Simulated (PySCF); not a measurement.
Compound: C4H5F4O (doublet state).
Z-matrix (Å and degrees, GFN2-xTB geometry), rows numbered from 1:
```
C 
O   1  1.3645
C   2  1.3938  1  116.01
C   3  1.5414  2  112.06  1   -71.40
F   4  1.3670  3  110.69  2   -83.67
C   4  1.5338  3  111.09  2   156.36
F   6  1.3428  4  110.08  3   -64.09
F   6  1.3351  4  112.48  3    54.87
F   6  1.3312  4  112.56  3   176.61
H   1  1.0704  2  113.36  3  -177.66
H   1  1.0765  2  119.27  3   -23.80
H   3  1.0997  2  110.87  1    49.98
H   3  1.0933  2  106.88  1   169.57
H   4  1.0993  3  110.61  2    35.38
```

The hyperfine couplings belong to this conformer and change with its torsions.

The species is `[CH2]OC[C@H](F)C(F)(F)F` [radical].

The calculation used UKS B3LYP, pcH-1 on C F H O, non-relativistic, mean-field spin-orbit, GIAO in PySCF 2.14.0. The structure is a single GFN2-xTB conformer in the gas phase; no vibrational or solvent corrections. Couplings are sensitive to structure, and on GFN2-xTB geometries they can be far from those on DFT ones. Stability of the SCF solution: not tested.

**Question.** The isotropic 19F couplings, averaged over equivalent nuclei, are +4.9, +2.1 MHz. Assign them to F5; F7/F8/F9.

**Answer.** 
```json
{"site": "F5", "a_iso (MHz)": "+4.9", "ρ(0) (bohr⁻³)": "+0.0012", "position": "4 bonds from C1", "distance from C1 (Å)": "3.89", "bound to": "C4", "spin population there": "+0.02", "largest |T| (MHz)": "7.2"}
{"site": "F7/F8/F9", "a_iso (MHz)": "+2.1", "ρ(0) (bohr⁻³)": "+0.0005", "position": "5 bonds from C1", "distance from C1 (Å)": "4.73", "bound to": "C6", "spin population there": "0.00", "largest |T| (MHz)": "2.9"}
```

**Question.** Match the computed a_iso(1H) values -42.8, +13.0, -2.6, -0.4 MHz (means over equivalent nuclei) with the sites H10/H11; H12; H13; H14.

**Answer.** 
```json
{"site": "H10/H11", "a_iso (MHz)": "-42.8", "ρ(0) (bohr⁻³)": "-0.0096", "position": "α, 1 bond from C1", "distance from C1 (Å)": "1.07", "bound to": "C1", "spin population there": "+0.92", "largest |T| (MHz)": "36.1"}
{"site": "H12", "a_iso (MHz)": "+13.0", "ρ(0) (bohr⁻³)": "+0.0029", "position": "γ, 3 bonds from C1", "distance from C1 (Å)": "2.57", "bound to": "C3", "spin population there": "-0.01", "largest |T| (MHz)": "7.2"}
{"site": "H13", "a_iso (MHz)": "-0.4", "ρ(0) (bohr⁻³)": "-0.0001", "position": "γ, 3 bonds from C1", "distance from C1 (Å)": "3.23", "bound to": "C3", "spin population there": "-0.01", "largest |T| (MHz)": "6.1"}
{"site": "H14", "a_iso (MHz)": "-2.6", "ρ(0) (bohr⁻³)": "-0.0006", "position": "4 bonds from C1", "distance from C1 (Å)": "2.65", "bound to": "C4", "spin population there": "+0.02", "largest |T| (MHz)": "9.5"}
```

ρ(0) is the spin density at the nucleus and T the dipolar tensor; entries for several nuclei are means. Largest spin populations (Mulliken): C1 (+0.92) and O2 (+0.12). C1 is the only atom above +0.15. The angles at C1 add up to 354.3°, so it is nearly planar; its axial dipolar tensor and the negative couplings of its protons fit spin in a p orbital normal to that plane.

Examples of negative spin density at the nucleus (bohr⁻³): H10/H11 (-0.0096), C3 (-0.0041) and C4 (-0.0016).

Nuclei that the bonding pattern makes equivalent are averaged, as if the motion that swaps them (rotation, inversion, ring flip) were fast. The three 19F nuclei of mean +2.1 MHz run from 0.0 to 6.2 MHz in the frozen geometry. The 1H value of -42.8 MHz is a mean of couplings from -47.7 to -37.8 MHz in this one geometry, not an average over conformers.

On one thread of an Intel Xeon at 2.50 GHz, shared host, this took 2.5 min (with the writing of density and orbital grids) and 0.97 GiB of memory at its peak.
